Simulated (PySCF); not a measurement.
H₅BN, charge +1, singlet, geometry from GFN2-xTB, with bond 5-2 at 2.0 times its length. Base run: B3LYP/6-31G* (PySCF).

PySCF was given this input:
```python
from pyscf import gto, scf, dft

mol = gto.Mole()
mol.atom = '''
    B     0.882639    0.092840   -0.007377
    N    -0.616010   -0.067843   -0.009475
    H     1.537489   -0.852543    0.171414
    H     1.320212    1.160973   -0.156671
    H    -1.245079    0.220883    1.932126
    H    -0.927964   -1.006052   -0.287862
    H    -1.100315    0.631803   -0.584997
'''
mol.basis = '6-31g*'
mol.charge = 1
mol.spin = 0
mol.verbose = 4
mol.build()

mf = dft.RKS(mol)
mf.xc = 'b3lyp'
mf.kernel()
mf.analyze()
```

The base run was repeated with changes; each row names its change, and settings that it needs were set with it.

| change | ΔE vs base (mEh) | SCF cycles | outcome |
|---|---|---|---|
| base | 0.000 | 9 | converged |
| diis_space = 20 | 0.000 | 9 | converged |
| conv_tol = 1e-4 | 0.000 | 6 | converged |
| conv_tol_grad = 1e-7 | 0.000 | 12 | converged |
| conv_tol_grad = 1e-3 | 0.000 | 9 | converged |
| diis = off; damp = 0.6 (with mf.diis_start_cycle = 200; with mf.max_cycle = 150) | 0.000 | 18 | converged |
| level_shift = 1.0 (with mf.max_cycle = 100) | 0.000 | 38 | converged |
| conv_tol = 1e-12 | 0.000 | 12 | converged |
| diis = off; damp = 0.3 (with mf.diis_start_cycle = 200; with mf.max_cycle = 150) | - | 150 | not converged |
| diis_space = 2 | 0.000 | 16 | converged |
| conv_tol = 1e-7 | 0.000 | 7 | converged |
| diis_space = 12 | 0.000 | 9 | converged |
| init_guess = huckel | 0.000 | 11 | converged |
